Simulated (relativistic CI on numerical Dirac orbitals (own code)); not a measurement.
# Ta XLI: sensitivity of the levels to the model

Base calculation: Dirac-Coulomb-Breit CI, orbitals from a KLI potential per configuration, QED by a radiative potential, unscaled Slater integrals.

Configurations in the expansion (outside the closed core [Ar] 3d10): 4s²4p³, 4s4p⁴, 4s²4p²4d, 4p⁵, 4s4p³4d, 4s²4p²4f, 4s4p³4f, 4p⁴4d, 4s4p²4d², 4s²4p4d4f, 4p⁴4f, 4s²4p4d², 4s²4d³, 4s4p4d³, 4s²4d²4f, 4s4p4d²4f, 4p³4d², 4p²4d³, 4p²4d²4f. Double excitations out of closed p, d and f shells are left out; levels of such configurations are missing from the list, as are those of other unlisted configurations, and high levels can miss mixing partners.

Variants: (1) QED terms removed; (2) only the first 3 configurations. Shifts of the energy above 4s²4p³ ²P°3/2, in eV, for the lowest level and the first level of each name with at least 55 % of one term (blank where a level changes its place among those of its configuration and J or its character, or is not in the variant):

```tsv
Level	Base	Δ(1)	Δ(2)
4s²4p³ ²P°3/2	0.000	0.000	0.000
4s²4p³ ²D°5/2	87.570	-0.093	+0.605
4s²4p³ ²P°1/2	94.641	-0.092	+0.793
4s4p⁴ ²S1/2	192.723	+1.049	-0.610
4s²4p²4d ⁴D1/2	232.051	+0.135	+0.102
4s²4p²4d ²G9/2	256.371	+0.072	+0.204
4s²4p²4d ⁴F9/2	341.435	-0.014	+0.747
4p⁵ ²P°3/2	387.716	+1.789
```

At this charge energies of transitions that change n are usually good to better than 1 %, and those within a shell (Δn = 0) to a few per cent.

Ionisation energy from the two ground configurations alone: base 1909.97 eV. The NIST ASD value (theoretical) is 1910 eV.

LS names give the leading component of a level, which can be under half, so a name can repeat, a term be missing and a line seem to break the LS rules.
